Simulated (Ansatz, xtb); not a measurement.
# A geometry optimisation of C2H5BrSn with r2SCAN-D4/def2-SVP

The starting geometry of this gas-phase singlet was built from a drawn formula by distance geometry and a force field; its bonds are those of `Br[C][CH2][SnH3]`.

```xyz
9

C    -0.4268    0.8693   -2.7754
C    -0.5572    0.5840   -1.2967
Br   -1.7637    2.1805   -3.2985
Sn    1.0011   -0.8260   -0.7439
H    -0.4342    1.5190   -0.7078
H    -1.5517    0.1666   -1.0623
H     0.7911   -1.1887    0.9632
H     2.5230   -0.1753   -1.1094
H     0.7119   -2.3139   -1.6678
```

Task: Predict what it relaxes into with r2SCAN-D4/def2-SVP.

Result: It rearranges to `C=[C](Br)[SnH3]`. Distances that change by over a tenth: C1–C2 (1.51 → 1.34 Å). Contacts that open: C2–Sn4 (2.17 → 3.13 Å). Contacts that close: C1–Sn4 (3.01 → 2.15 Å).

The energy falls by 2.82 eV over 30 steps:

```
step  E − E(last) (eV)
   1             2.819
   4             2.741
   7             2.408
  11             2.085
  14             1.728
  17             0.631
  20             0.099
  24             0.007
  27             0.000
  30             0.000
```

Final geometry (Å):

```yaml
atoms:
  - { symbol: C, position_ang: [-0.3770, 0.6059, -1.6905] }
  - { symbol: C, position_ang: [-1.3806, 0.9345, -0.8704] }
  - { symbol: Br, position_ang: [-0.2553, 1.4196, -3.4216] }
  - { symbol: Sn, position_ang: [1.1901, -0.8076, -1.2556] }
  - { symbol: H, position_ang: [-2.1553, 1.6609, -1.1402] }
  - { symbol: H, position_ang: [-1.4466, 0.4664, 0.1185] }
  - { symbol: H, position_ang: [0.9075, -1.4075, 0.3244] }
  - { symbol: H, position_ang: [2.6902, 0.0051, -1.3492] }
  - { symbol: H, position_ang: [1.1204, -2.0618, -2.4141] }
```

From the same start GFN2-xTB reaches the same bonding as this run.

The end wasn't checked by frequencies. Atoms past krypton carry core potentials, without spin–orbit terms. Run with Ansatz 0.2.0, 73 s on 2 threads of Intel(R) Xeon(R) Platinum 8375C CPU @ 2.90GHz (Ice Lake), with other jobs on the host.
